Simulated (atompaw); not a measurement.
**Which change was made? (Mg, PAW (atompaw))**

magnesium, PAW, made with atompaw 4.2.0.5 (PBEsol, scalar-relativistic). Core [He] 2s2, reference 2p6 3s1.75 3p0.25. Waves: 3s (bound); 3s channel at 1.95 Ry; 2p (bound); 3p (bound); 3d channel at 0.4 Ry. Local part: vpsmatchnc scheme with l = 3 at -0.5 Ry, radius 2.00 bohr. Core correction: smooth core density matched at 1.80 bohr. Augmentation charge: sinc compensation charge, radius 2.50 bohr; PAW radius 2.80 bohr; waves and projectors: bloechl.

Cutoffs, loose and tight: the cutoffs (Ry, on a coarse ladder) from which the occupation-weighted sum of valence levels, in a spherical-Bessel basis at the reference potential, stays within 10 and 1 mRy of its value at 400 Ry. They see the waves, projectors and local potential, not the compensation charge or the core.

The base gives: outcome: generated; cutoff, loose: 35 Ry; cutoff, tight: 45 Ry; bound ghosts: none.

Question: After one change the result is: outcome: failed: atompaw: terminating projector 1000. Which change was it?
A. wave 3d channel at 0.4 Ry becomes 3d channel at 2.35 Ry
B. reference 2p6 3s2 3p0; added wave 3d channel at 0.65 Ry
C. functional PBE; added wave 3d channel at 2.75 Ry

Answer: A. The others give: functional PBE; added wave 3d channel at 2.75 Ry → outcome: generated; cutoff, loose: 30 Ry; cutoff, tight: 40 Ry; bound ghosts: none | reference 2p6 3s2 3p0; added wave 3d channel at 0.65 Ry → outcome: failed: atompaw: The overlap operator has at least one negative eigenvalue!.
